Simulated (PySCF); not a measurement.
Rigid-rotor lines calculated for a species of formula C3H8GeS (commonest isotopes; PySCF 2.14.0, PBE0-D3(BJ)/def2-SVP geometry optimisation, gas phase), labelled J(Ka,Kc):

```csv
transition,MHz
"2(1,1) ← 1(1,0)",6521.6
"1(0,1) ← 0(0,0)",2991.8
"2(1,2) ← 1(1,1)",5445.6
"2(0,2) ← 1(0,1)",5884.1
"1(1,1) ← 0(0,0)",4878.1
```

Problem. Find the rotational constants.

Solution. 1(0,1) ← 0(0,0) is B + C, 2(1,1) ← 1(1,0) is 3B + C and 2(1,2) ← 1(1,1) is B + 3C, so B − C is half the difference of the last two, 538.0 MHz. 1(1,1) ← 0(0,0) is A + C. A = 3651.2, B = 1764.9, C = 1226.9 MHz.

Problem. What moments of inertia, asymmetry and inertial defect follow?

Solution. I = 505379 MHz·u·Å² over each constant: Ia = 138.41, Ib = 286.35, Ic = 411.91 u·Å²; κ = (2B − A − C)/(A − C) = -0.556 (asymmetric top); Δ = Ic − Ia − Ib = -12.85 u·Å².

Problem. Which dipole components do these lines need?

Solution. μa and μb (a-type: ΔKa even, ΔKc odd; b-type: both odd). The calculation gives |μa| = 0.97 D, |μb| = 1.31 D, |μc| = 0.07 D.

Problem. Where do these fall, and of which type are they? 2(1,2) ← 1(0,1); 2(1,1) ← 2(0,2); 2(2,0) ← 2(1,1); 2(2,1) ← 1(1,0); 2(2,0) ← 1(1,1); 1(1,0) ← 1(1,1); 1(1,0) ← 1(0,1); 2(1,1) ← 2(1,2).

Solution. 
```csv
transition,MHz,type,branch
"1(1,0) ← 1(1,1)",538,a,Q
"2(1,1) ← 2(1,2)",1614,a,Q
"1(1,0) ← 1(0,1)",2424,b,Q
"2(1,1) ← 2(0,2)",3062,b,Q
"2(2,0) ← 2(1,1)",5759,b,Q
"2(1,2) ← 1(0,1)",7332,b,R
"2(2,1) ← 1(1,0)",12181,b,R
"2(2,0) ← 1(1,1)",12818,b,R
```

Problem. Which structure gave them?

Solution. `[CH3][GeH2][C](C)=S`. Three constants can't fix a structure by themselves; this is the one that was computed:
```
atom  x, y, z in Å
C1    -2.227   -0.354    0.513
Ge2   -0.713    0.411   -0.430
C3     0.979   -0.270    0.340
C4     2.251    0.144   -0.323
S5     0.933   -1.233    1.649
H6    -3.171   -0.058    0.034
H7    -2.228   -0.010    1.557
H8    -2.145   -1.449    0.515
H9    -0.682    1.952   -0.316
H10   -0.728    0.052   -1.934
H11    3.131   -0.273    0.186
H12    2.248   -0.180   -1.378
H13    2.324    1.245   -0.345
```

The values belong to one conformer with, in the numbering `[CH3:1][GeH2:2][C:3]([CH3:4])=[S:5]`, C1–Ge2–C3–C4 176°. Not checked by PBE0-D3(BJ)/def2-SVP frequencies. No vibrational averaging or centrifugal distortion is included, and the geometry carries the error of its method. A rigid rotor knows nothing of internal rotation, which can split or shift real lines.

The run took 28 s on one thread of an AMD EPYC 9R45, shared host, and the process peaked at 0.57 GiB of memory. These figures are those of the optimisation.
